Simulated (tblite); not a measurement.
C5H13BO.
SMILES with atom numbers: `[BH3-:1][O+:2]1[CH2:3][CH2:4][CH2:5][C@H:6]1[CH3:7]` (hydrogens: H8, H9, H10 on B1; H11, H12 on C3; H13, H14 on C4; H15, H16 on C5; H17 on C6; H18, H19, H20 on C7)

Computed with GFN2-xTB (tblite), gas phase: Langevin dynamics at 300 K from the optimised GFN2-xTB geometry, time step 0.5 fs, friction 0.01 fs⁻¹, 2000 steps.

Start geometry:
```
atom  x, y, z in Å
B1     -0.778    1.907    0.962
O2     -0.378    0.694   -0.053
C3     -1.468   -0.154   -0.384
C4     -0.807   -1.416   -0.918
C5      0.371   -1.561    0.045
C6      0.743   -0.105    0.372
C7      1.978    0.383   -0.373
H8      0.208    2.564    1.042
H9     -1.675    2.457    0.412
H10    -1.094    1.392    1.994
H11    -2.066   -0.366    0.511
H12    -2.088    0.373   -1.110
H13    -0.453   -1.256   -1.937
H14    -1.475   -2.274   -0.908
H15     0.056   -2.087    0.947
H16     1.207   -2.100   -0.395
H17     0.881    0.038    1.449
H18     2.105    1.448   -0.198
H19     1.867    0.217   -1.442
H20     2.862   -0.141   -0.020
```

The statistics below take the 31 frames saved every 25 fs from 250 to 1000 fs; their kinetic temperature (all 3N coordinates) averages 246 K.

**Question.** How do the bond lengths spread?

**Answer.** 
| bond | start (Å) | mean (Å) | standard deviation (Å) | shortest (Å) | longest (Å) |
| --- | --- | --- | --- | --- | --- |
| B1–O2 | 1.631 | 1.659 | 0.060 | 1.529 | 1.768 |
| O2–C3 | 1.420 | 1.426 | 0.030 | 1.373 | 1.487 |
| C3–C4 | 1.521 | 1.529 | 0.031 | 1.459 | 1.581 |
| C4–C5 | 1.528 | 1.526 | 0.032 | 1.477 | 1.578 |
| C5–C6 | 1.538 | 1.533 | 0.032 | 1.446 | 1.580 |
| C6–C7 | 1.523 | 1.534 | 0.033 | 1.469 | 1.592 |
| O2–C6 | 1.441 | 1.440 | 0.022 | 1.398 | 1.478 |
| B1–H8 | 1.187 | 1.191 | 0.023 | 1.125 | 1.238 |
| B1–H9 | 1.187 | 1.200 | 0.028 | 1.134 | 1.257 |
| B1–H10 | 1.196 | 1.200 | 0.032 | 1.146 | 1.268 |
| C3–H11 | 1.097 | 1.103 | 0.048 | 1.014 | 1.198 |
| C3–H12 | 1.091 | 1.097 | 0.028 | 1.044 | 1.143 |
| C4–H13 | 1.091 | 1.090 | 0.019 | 1.050 | 1.128 |
| C4–H14 | 1.087 | 1.092 | 0.024 | 1.043 | 1.139 |
| C5–H15 | 1.090 | 1.096 | 0.032 | 1.029 | 1.164 |
| C5–H16 | 1.088 | 1.091 | 0.034 | 1.033 | 1.170 |
| C6–H17 | 1.095 | 1.104 | 0.030 | 1.050 | 1.161 |
| C7–H18 | 1.087 | 1.089 | 0.023 | 1.052 | 1.140 |
| C7–H19 | 1.088 | 1.094 | 0.023 | 1.047 | 1.146 |
| C7–H20 | 1.087 | 1.086 | 0.022 | 1.038 | 1.131 |

**Question.** How far does each atom move about its mean position (frames aligned on the start, all atoms weighted alike), and what rms force does it feel?

**Answer.** 
| atom | rms displacement (Å) | rms force (eV/Å) |
| --- | --- | --- |
| B1 | 0.24 | 1.33 |
| O2 | 0.11 | 1.20 |
| C3 | 0.18 | 2.04 |
| C4 | 0.12 | 1.78 |
| C5 | 0.19 | 1.98 |
| C6 | 0.09 | 1.95 |
| C7 | 0.21 | 1.72 |
| H8 | 0.45 | 0.63 |
| H9 | 0.40 | 0.69 |
| H10 | 0.45 | 0.69 |
| H11 | 0.32 | 1.44 |
| H12 | 0.35 | 0.92 |
| H13 | 0.28 | 0.72 |
| H14 | 0.18 | 0.84 |
| H15 | 0.39 | 0.99 |
| H16 | 0.39 | 1.12 |
| H17 | 0.26 | 1.03 |
| H18 | 0.37 | 0.81 |
| H19 | 0.32 | 0.89 |
| H20 | 0.30 | 0.84 |

The displacements run from 0.09 to 0.45 Å.

**Question.** How widely does the potential energy scatter, against a harmonic estimate?

**Answer.** Mean 0.60 eV above the start, standard deviation 0.076 eV, range 0.40 to 0.80 eV. For 54 classical harmonic modes at 300 K the canonical values are 54kT/2 = 0.70 eV and kT·√(54/2) = 0.134 eV.

The run is classical and short, so these are rough statistics of one trajectory.

What follows is the cost of the whole dynamics run. Hardware: one thread, Arm Neoverse V1 (aarch64), on a shared host. Cost: 12 s, 0.18 GiB resident at most.
